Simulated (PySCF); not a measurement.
These are PBE0-D4/def2-TZVP in PySCF values and carry that method's errors. All species are isolated molecules in the gas phase. Delta-SCF ions had no search for a lower state. Excitations are Tamm–Dancoff values on a coarser integration grid. The basis has no diffuse functions, so Rydberg states are missing or too high.

Reference species (SMILES): `[CH3][InH][CH3]` (neutral, multiplicity 1).

| Quantity | Result |
|---|---|
| HOMO | -7.19 eV |
| brightest of the four lowest singlets (TDA) | 6.57 eV |
| S1 oscillator strength | 0.000 |
| vertical ionisation energy (Delta-SCF) | 9.16 eV |

Changed species: `[CH3][In]([CH3])[CH3]` (3 of 3 H replaced by CH3; the reference has 2 of 3 H replaced by CH3).

Task: Give the shifts of the HOMO, brightest of the four lowest singlets (TDA), S1 oscillator strength and vertical ionisation energy (Delta-SCF).

Result: the HOMO rises by 0.19 eV, to -7.00 eV; the brightest of the four lowest singlets (TDA) decreases by 0.24 eV, to 6.33 eV; the S1 oscillator strength hardly moves; the vertical ionisation energy (Delta-SCF) falls by 0.26 eV, to 8.90 eV.
